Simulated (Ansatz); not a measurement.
`[NH2][AlH][BH]F` + `CC(N)N` → `[NH2][AlH][NH2]` + `CC(N)BF`  (formal exchange of groups at the Al–B bond)

Gas-phase electronic energies from Ansatz, PBE0-D4/def2-TZVP geometries. CCSD(T)/CBS adds triple-zeta CCSD(T) − MP2 to the extrapolated MP2 energy (def2 sets, frozen cores). This one scheme is used for every species. Functionals use def2-TZVPP. B3LYP here is the variant with VWN-RPA as its local correlation; programs differ in this. Each species was taken in one conformer, which may not be the lowest.

```
             level  ΔE (kJ/mol)  difference from CCSD(T)/CBS
            PBE-D4       -167.0                         13.7
         r2SCAN-D4       -184.1                         -3.4
           PBE0-D4       -173.0                          7.7
          B3LYP-D4       -180.3                          0.4
           ωB97X-V       -175.9                          4.8
           ωB97M-V       -183.6                         -2.9
            B2PLYP       -183.3                         -2.6
               PBE       -166.4                         14.3
            r2SCAN       -184.0                         -3.3
              PBE0       -172.5                          8.2
             B3LYP       -179.3                          1.4
     HF/def2-TZVPP       -182.7                         -2.0
    MP2/def2-TZVPP       -189.1                         -8.4
SCS-MP2/def2-TZVPP       -183.4                         -2.7
   CCSD/def2-TZVPP       -178.7                          2.0
CCSD(T)/def2-TZVPP       -177.0                          3.7
     HF/def2-QZVPP       -184.0                         -3.3
    MP2/def2-QZVPP       -191.7                        -11.0
SCS-MP2/def2-QZVPP       -186.2                         -5.5
      HF/CBS(def2)       -184.2                         -3.5
     MP2/CBS(def2)       -192.8                        -12.1
    CCSD/CBS(def2)       -182.4                         -1.7
       CCSD(T)/CBS       -180.7                            0
```

Largest T1 diagnostic among the species: 0.014.

From PBE to PBE0 (25 % exact exchange), in def2-TZVPP and without D4, ΔE moves by −6.1 kJ/mol.
